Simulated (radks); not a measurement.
Neutral neodymium inside a hard spherical wall (all orbitals vanish at R), configuration held at [Xe] 4f4 6s2 and not refilled when levels cross. Calculated with a radial shooting solver on a logarithmic mesh with Libxc functionals: scalar-relativistic Kohn-Sham, LDA (Slater exchange, VWN5 correlation), spin-polarised, spherical densities, point nucleus; open shells are filled with parallel spins first (spin-orbit coupling, left out, can overturn this in heavy ions). Eigenvalues in eV for spin up, with the zero of energy where the potential of the charges vanishes at infinity; a dash marks a level that is unbound or too diffuse for the functional's potential to be trusted. A positive occupied level is held by the wall or, in an anion where self-interaction has pushed it up, behind a barrier. The pressure on the wall is -dE/dV.

| R (bohr) | E (hartree) | kinetic (hartree) | e(5s) | e(5p) | e(6s) | e(4f) | e(5d, empty) | e(6p, empty) | pressure (GPa) |
|---|---|---|---|---|---|---|---|---|---|
| free | -9617.2096 | 10233.771 | -41.198 | -22.652 | -3.705 | -2.710 | -2.229 | -1.307 | 0 |
| 20 | -9617.2096 | 10233.771 | -41.198 | -22.652 | -3.705 | -2.710 | -2.229 | -1.307 | < 0.0001 |
| 15 | -9617.2096 | 10233.771 | -41.195 | -22.649 | -3.703 | -2.707 | -2.226 | -1.292 | 0.000297 |
| 12 | -9617.2091 | 10233.777 | -41.151 | -22.606 | -3.669 | -2.664 | -2.187 | -1.194 | 0.00869 |
| 10 | -9617.2059 | 10233.802 | -40.984 | -22.441 | -3.531 | -2.499 | -2.040 | -0.899 | 0.0807 |
| 8 | -9617.1865 | 10233.917 | -40.393 | -21.864 | -2.955 | -1.912 | -1.504 | 0.135 | 0.761 |
| 7 | -9617.1528 | 10234.080 | -39.743 | -21.235 | -2.172 | -1.259 | -0.878 | 1.423 | 2.44 |
| 6 | -9617.0682 | 10234.435 | -38.651 | -20.194 | -0.510 | -0.137 | 0.267 | 4.003 | 8.54 |
| 5 | -9616.8384 | 10235.324 | -36.723 | -18.378 | 3.363 | 1.932 | 2.538 | 9.639 | 35.3 |
| 4 | -9616.0933 | 10238.167 | -32.657 | -14.465 | 13.994 | 6.618 | 7.951 | 23.842 | 198 |
| 2.5 | -9607.1695 | 10269.041 | -6.445 | 14.851 | 102.21 | 36.737 | 48.377 | 125.73 | 6670 |
